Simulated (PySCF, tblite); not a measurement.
Calculations on `CB(C)[C@H]1C[CH2][GaH2-][N+]1(C)C`, in the order of a workflow; each names the level of the geometry that it ran on. Settings lines and outputs come from a driver script.

Compound: C₇H₁₉BGaN.
Atom-mapped SMILES: `[CH3:1][B:2]([CH3:3])[C@H:4]1[CH2:5][CH2:6][GaH2-:7][N+:8]1([CH3:9])[CH3:10]` (hydrogens: H11, H12, H13 on C1; H14, H15, H16 on C3; H17 on C4; H18, H19 on C5; H20, H21 on C6; H22, H23 on Ga7; H24, H25, H26 on C9; H27, H28, H29 on C10)

Step 1: GFN2-xTB geometry optimisation, gas phase (tblite 0.8.0) (from a force-field or distance-geometry start)
```json
{"job": {"kind": "relax", "xc": "GFN2-xTB", "basis": "xTB"}, "charge": 0, "multiplicity": 1}
```
```
step      E/eV     max force
  0    -815.12291    2.356
  1    -815.50860    1.845
  2    -815.74161    1.034
...
185    -816.66804    0.012
186    -816.66808    0.011
187    -816.66811    0.011
188    -816.66814    0.010
189    -816.66816    0.009
```

Energy lowered by 35.6 kcal/mol over 189 steps; largest atomic force 0.009 eV/Å at the end. «max force» is the largest atomic force in eV/Å.

Step 2: GFN2-xTB harmonic vibrations, gas phase (tblite 0.8.0) (on the GFN2-xTB geometry)
```json
{"job": {"kind": "ir", "xc": "GFN2-xTB", "basis": "xTB"}, "charge": 0, "multiplicity": 1}
```
```
(table of modes left out)
```

81 modes from -43 to 3055 cm⁻¹ (unscaled, harmonic, a negative number standing for an imaginary wavenumber); zero-point energy 152.4 kcal/mol from the real modes; the lowest is imaginary at this level.

Step 3: PBE0-D3(BJ)/def2-SVP geometry optimisation, gas phase (PySCF 2.14.0) (from the GFN2-xTB geometry)
```json
{"job": {"xc": "PBE0", "basis": "def2-SVP", "d3": "d3bj", "grid": 1, "shake": 0.01, "kind": "geom"}, "charge": 0, "multiplicity": 1}
```
```
step   0  E = -2281.46345852  max force = 0.034108
step   1  E = -2281.47188035  max force = 0.006026
step   2  E = -2281.47234592  max force = 0.001474
step   3  E = -2281.47243648  max force = 0.000878
...
step   8  E = -2281.47265843  max force = 0.000516
step   9  E = -2281.47267998  max force = 0.000672
step  10  E = -2281.47269669  max force = 0.000555
step  11  E = -2281.47270787  max force = 0.000301
optimisation converged
```

Final energy -2281.47271 Eh after 11 steps; dipole 4.09 D. Energies in Eh; «max force» is the largest Cartesian gradient component in Eh/bohr.

Question: Which step took the most CPU time, and about what did each take on an Arm Neoverse N1 with one thread, no GPU, on a shared host?

Answer: Step 3, about 99 % of the total. CPU time by step: 1: 4.0 s, 2: 3.1 s, 3: 18 min.

Final geometry (PBE0-D3(BJ)/def2-SVP):
```
atom  x, y, z in Å
C1     1.5623   -1.5036   -0.8681
B2     1.5111   -0.1584   -0.0575
C3     2.8708    0.5989    0.1915
C4     0.2002    0.5728    0.4682
C5    -0.0909    1.6169   -0.6424
C6    -0.6504    0.9431   -1.8977
Ga7   -1.9330   -0.4512   -1.2372
N8    -1.0369   -0.2128    0.7289
C9    -1.9719    0.5735    1.5404
C10   -0.7735   -1.4777    1.4135
H11    1.9677   -2.2839   -0.1966
H12    0.6035   -1.8671   -1.2628
H13    2.2887   -1.4325   -1.6944
H14    3.5952   -0.0908    0.6597
H15    3.3244    0.8735   -0.7770
H16    2.8045    1.5051    0.8113
H17    0.4602    1.1107    1.4018
H18    0.8280    2.2004   -0.8310
H19   -0.8177    2.3527   -0.2571
H20    0.1566    0.4761   -2.4864
H21   -1.1296    1.6868   -2.5527
H22   -1.6817   -1.9802   -1.5751
H23   -3.4305   -0.0205   -0.9392
H24   -1.5441    0.7761    2.5393
H25   -2.9170    0.0263    1.6538
H26   -2.1979    1.5272    1.0487
H27   -0.2516   -1.3064    2.3734
H28   -0.1682   -2.1373    0.7843
H29   -1.7251   -1.9865    1.6204
```

 (This holds for the electronic-property runs.)

One conformer stands for the species.
